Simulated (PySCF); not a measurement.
Input for PySCF: D3(BJ) and D4 dispersion corrections on Cl6Ga2 (SMILES [Cl][Ga-]1([Cl])[Cl+][Ga-]([Cl])([Cl])[Cl+]1).

```python
from pyscf import gto
from pyscf.dispersion import dftd3, dftd4

mol = gto.M(
    atom='''
    Ga    0.00000000    0.00000000    1.65938016
    Ga    0.00000000   -0.00000000   -1.65938016
    Cl    1.67090911    0.00000000   -0.00000000
    Cl   -1.67090911    0.00000000   -0.00000000
    Cl   -0.00000000    1.88801796    2.66126284
    Cl   -0.00000000   -1.88801796    2.66126284
    Cl   -0.00000000    1.88801796   -2.66126284
    Cl   -0.00000000   -1.88801796   -2.66126284
    ''',
    basis='def2-svp',
    charge=0, spin=0, verbose=0, max_memory=1800)
d3, d4 = {}, {}
for xc in ['hf', 'pbe', 'blyp', 'revpbe', 'tpss', 'r2scan', 'b3lyp', 'pbe0', 'bhlyp', 'camb3lyp', 'b2plyp']:
    d3[xc] = float(dftd3.DFTD3Dispersion(mol, xc=xc, version='d3bj', atm=False).get_dispersion()['energy'])
    print(f'D3(BJ) {xc:10s} {d3[xc]:14.8f} Eh')
for xc in ['hf', 'pbe', 'blyp', 'revpbe', 'tpss', 'r2scan', 'b3lyp', 'pbe0', 'bhlyp', 'camb3lyp', 'b2plyp']:
    d4[xc] = float(dftd4.DFTD4Dispersion(mol, xc={'camb3lyp': 'cam-b3lyp'}.get(xc, xc), atm=True).get_dispersion()['energy'])
    print(f'D4     {xc:10s} {d4[xc]:14.8f} Eh')
```

Output:

```
D3(BJ) hf            -0.09743356 Eh
D3(BJ) pbe           -0.01545239 Eh
D3(BJ) blyp          -0.03650098 Eh
D3(BJ) revpbe        -0.03310458 Eh
D3(BJ) tpss          -0.02149788 Eh
D3(BJ) r2scan        -0.00496495 Eh
D3(BJ) b3lyp         -0.03087469 Eh
D3(BJ) pbe0          -0.01546381 Eh
D3(BJ) bhlyp         -0.02793768 Eh
D3(BJ) camb3lyp      -0.01730132 Eh
D3(BJ) b2plyp        -0.01707929 Eh
D4     hf            -0.05178023 Eh
D4     pbe           -0.01960052 Eh
D4     blyp          -0.03979125 Eh
D4     revpbe        -0.04033043 Eh
D4     tpss          -0.02622159 Eh
D4     r2scan        -0.00477631 Eh
D4     b3lyp         -0.03212322 Eh
D4     pbe0          -0.01737830 Eh
D4     bhlyp         -0.03095285 Eh
D4     camb3lyp      -0.01862656 Eh
D4     b2plyp        -0.01393982 Eh
```

The run finished.

Cost: very roughly 0.03 core-seconds.
